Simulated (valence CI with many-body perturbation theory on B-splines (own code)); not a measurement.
**Energy levels of Ce53+**

Calculated by configuration interaction combined with many-body perturbation theory (CI+MBPT): three valence electrons over a frozen Dirac-Fock core [He], a basis of 11 s, 11 p, 10 d, 8 f, 5 g, 2 h functions for each j, with the one-electron correlation potential Σ1, the two-electron term Σ2, the three-electron term Σ3, Breit, model QED; selected CI, second order for the rest, scaled by the run's own slope (own B-spline code, finite nucleus).

The last digits are not significant, and no measured levels were compared; by estimate large intervals hold to a few tenths of a per cent, small ones and those within an open d or f shell to about a per cent.

Levels 91 to 135 of 165, with energies above the lowest level, (2s^2 2p1/2) J=1/2. "Leading %" is the weight of the configuration and term that name the level; weights of strongly mixed levels are sums over their largest components and can fall short. In the jj column 3d3/2^4 stands for four electrons in 3d with j = 3/2. Lifetimes count E1, E2, E3, M1 and M2 decay at the calculated energies, and are blank where another channel may lead or the interval is too uncertain; long ones can be off by a factor of two.

```csv
No.,Configuration,Term,J,E (eV),Leading %,Second component,Lifetime,g,Leading jj
91,2p²3p,²P°,1/2,7146.4,86,8 % 2p²3p ⁴D°,5.94 fs,0.655,2p1/2 2p3/2 3p3/2 (99 %)
92,2p²3d,²G,7/2,7152.5,50,24 % 2p²3d ²F,224 fs,1.028,2p1/2 2p3/2 3d3/2 (96 %)
93,2p²3d,²D,5/2,7165.3,34,31 % 2p²3d ²F,1.57 fs,1.156,2p1/2 2p3/2 3d3/2 (91 %)
94,2p²3d,²D,3/2,7170.4,47,19 % 2p²3d ⁴D,1.56 fs,1.084,2p1/2 2p3/2 3d3/2 (94 %)
95,2p²3d,⁴D,7/2,7175.8,47,37 % 2p²3d ⁴F,48.1 fs,1.300,2p1/2 2p3/2 3d5/2 (99 %)
96,2p²3d,⁴P,1/2,7178.3,36,33 % 2p²3d ²P,1.31 fs,1.710,2p1/2 2p3/2 3d3/2 (99 %)
97,2p²3d,²P,3/2,7191.7,37,33 % 2p²3d ⁴P,1.97 fs,1.359,2p1/2 2p3/2 3d5/2 (94 %)
98,2p²3d,²G,9/2,7192.1,63,37 % 2p²3d ⁴F,373 fs,1.179,2p1/2 2p3/2 3d5/2 (100 %)
99,2p²3d,²F,5/2,7193.1,42,26 % 2p²3d ⁴D,1.72 fs,1.136,2p1/2 2p3/2 3d5/2 (93 %)
100,2p²3d,²D,5/2,7208.3,60,24 % 2p²3d ⁴P,1.18 fs,1.234,2p1/2 2p3/2 3d5/2 (96 %)
101,2p²3d,²F,7/2,7213.9,67,16 % 2p²3d ²G,1.14 fs,1.119,2p1/2 2p3/2 3d5/2 (97 %)
102,2p²3d,²D,3/2,7218.2,58,30 % 2p²3d ²P,1.70 fs,0.963,2p1/2 2p3/2 3d5/2 (99 %)
103,2p²3d,²P,1/2,7222.9,61,34 % 2p²3d ²S,1.55 fs,1.154,2p1/2 2p3/2 3d5/2 (99 %)
104,2p²3s,⁴P,5/2,7406.4,63,37 % 2p²3s ²D,31.9 fs,1.433,2p3/2^2 3s (100 %)
105,2p²3s,²P,3/2,7415.3,54,35 % 2p²3s ²D,9.70 fs,1.161,2p3/2^2 3s (99 %)
106,2p²3s,²S,1/2,7461.6,70,19 % 2p²3s ⁴P,16.2 fs,1.980,2p3/2^2 3s (99 %)
107,2p²3p,²P°,3/2,7467.8,26,26 % 2p²3p ⁴P°,4.53 fs,1.431,2p3/2^2 3p1/2 (100 %)
108,2p²3p,²D°,5/2,7470.4,41,26 % 2p²3p ²F°,4.45 fs,1.174,2p3/2^2 3p1/2 (99 %)
109,2p²3p,²P°,1/2,7520.3,76,16 % 2p²3p ⁴D°,4.53 fs,0.660,2p3/2^2 3p1/2 (98 %)
110,2p²3p,²D°,5/2,7597.0,53,37 % 2p²3p ⁴P°,5.67 fs,1.305,2p3/2^2 3p3/2 (100 %)
111,2p²3p,⁴D°,7/2,7597.1,63,37 % 2p²3p ²F°,5.97 fs,1.307,2p3/2^2 3p3/2 (100 %)
112,2p²3p,²P°,1/2,7598.8,57,32 % 2p²3p ²S°,5.32 fs,1.245,2p3/2^2 3p3/2 (99 %)
113,2p²3p,²P°,3/2,7636.4,62,15 % 2p²3p ²D°,5.60 fs,1.304,2p3/2^2 3p3/2 (100 %)
114,2p²3d,²D,3/2,7653.7,33,25 % 2p²3d ⁴P,1.84 fs,1.158,2p3/2^2 3d3/2 (99 %)
115,2p²3d,⁴D,5/2,7655.1,29,22 % 2p²3d ²F,1.86 fs,1.171,2p3/2^2 3d3/2 (95 %)
116,2p²3d,²F,7/2,7657.1,39,29 % 2p²3d ²G,1.78 fs,1.093,2p3/2^2 3d3/2 (99 %)
117,2p²3d,²P,1/2,7658.1,41,40 % 2p²3d ⁴P,1.75 fs,1.437,2p3/2^2 3d3/2 (94 %)
118,2p²3p,²P°,3/2,7659.8,65,13 % 2p²3p ²D°,5.50 fs,1.314,2p3/2^2 3p3/2 (99 %)
119,2p²3d,²F,7/2,7679.5,53,37 % 2p²3d ⁴D,213 fs,1.225,2p3/2^2 3d5/2 (99 %)
120,2p²3d,⁴F,9/2,7680.4,63,37 % 2p²3d ²G,285 fs,1.236,2p3/2^2 3d5/2 (100 %)
121,2p²3d,²P,1/2,7693.7,48,32 % 2p²3d ²S,2.38 fs,1.415,2p3/2^2 3d5/2 (94 %)
122,2p²3d,²D,3/2,7701.8,41,36 % 2p²3d ²P,1.94 fs,1.032,2p3/2^2 3d3/2 (56 %)
123,2p²3d,²D,5/2,7713.2,61,12 % 2p²3d ²F,1.45 fs,1.174,2p3/2^2 3d5/2 (96 %)
124,2p²3d,²D,3/2,7720.8,66,13 % 2p²3d ²P,1.14 fs,0.996,2p3/2^2 3d5/2 (56 %)
125,2p²3d,²D,5/2,7744.7,68,12 % 2p²3d ²F,1.96 fs,1.184,2p3/2^2 3d5/2 (98 %)
126,2s²4s,²S,1/2,8207.9,98,,16.6 fs,1.996,2s^2 4s (98 %)
127,2s²4p,²P°,1/2,8233.3,98,,28.1 fs,0.660,2s^2 4p1/2 (98 %)
128,2s²4p,²P°,3/2,8292.8,97,,35.5 fs,1.330,2s^2 4p3/2 (97 %)
129,2s²4d,²D,3/2,8311.4,98,,3.61 fs,0.795,2s^2 4d3/2 (98 %)
130,2s2p4s,⁴P°,1/2,8326.5,77,23 % 2s2p4s ²P°,18.2 fs,2.199,2s 2p1/2 4s (100 %)
131,2s²4d,²D,5/2,8328.9,98,,3.96 fs,1.195,2s^2 4d5/2 (98 %)
132,2s²4f,²F°,5/2,8339.4,98,,8.10 fs,0.852,2s^2 4f5/2 (98 %)
133,2s²4f,²F°,7/2,8347.6,98,,8.26 fs,1.138,2s^2 4f7/2 (98 %)
134,2s2p4p,⁴D,1/2,8349.1,66,21 % 2s2p4p ²P,13.9 fs,0.425,2s 2p1/2 4p1/2 (100 %)
135,2s2p4s,⁴P°,3/2,8350.8,62,38 % 2s2p4s ²P°,16.9 fs,1.559,2s 2p1/2 4s (98 %)
```
